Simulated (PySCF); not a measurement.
`CC(C)=C=C(C)C(F)(F)F`, C$_{7}$H$_{9}$F$_{3}$

Geometry:
| atom | x (Å) | y (Å) | z (Å) |
| --- | --- | --- | --- |
| C1 | -2.000 | -1.443 | 0.143 |
| C2 | -1.324 | -0.109 | -0.020 |
| C3 | -2.215 | 1.093 | -0.169 |
| C4 | -0.017 | 0.000 | -0.023 |
| C5 | 1.293 | 0.102 | -0.042 |
| C6 | 2.144 | 0.024 | -1.278 |
| C7 | 2.039 | 0.319 | 1.246 |
| F8 | 2.723 | 1.473 | 1.217 |
| F9 | 2.943 | -0.653 | 1.444 |
| F10 | 1.244 | 0.350 | 2.312 |
| H11 | -2.649 | -1.653 | -0.723 |
| H12 | -2.646 | -1.435 | 1.037 |
| H13 | -1.275 | -2.261 | 0.245 |
| H14 | -1.639 | 2.020 | -0.284 |
| H15 | -2.872 | 0.976 | -1.047 |
| H16 | -2.870 | 1.195 | 0.712 |
| H17 | 1.522 | -0.137 | -2.167 |
| H18 | 2.867 | -0.803 | -1.196 |
| H19 | 2.719 | 0.954 | -1.410 |

Method used: PySCF, quadratic response CAM-B3LYP/aug-cc-pVDZ first hyperpolarisability, Taylor convention, gas phase. Geometry: PBE0-D3(BJ)/def2-SVP.

Give the tensor of the second harmonic β(−2ω;ω,ω) at 1064 nm in the axes of these coordinates.

In au, Taylor convention; rows are the first index (the induced dipole):
|  | xx | yy | zz | xy | xz | yz |
| --- | --- | --- | --- | --- | --- | --- |
| x | +153.0 | +24.9 | +41.5 | +11.5 | +23.3 | +3.1 |
| y | +11.7 | +11.9 | +6.9 | +23.1 | +3.2 | +17.1 |
| z | +23.9 | +17.3 | +63.9 | +3.3 | +40.7 | +6.8 |

Norm of βᵢ = ⅓ Σⱼ (βᵢⱼⱼ + βⱼᵢⱼ + βⱼⱼᵢ): 243.3 au, hyper-Rayleigh value 90.1 au.
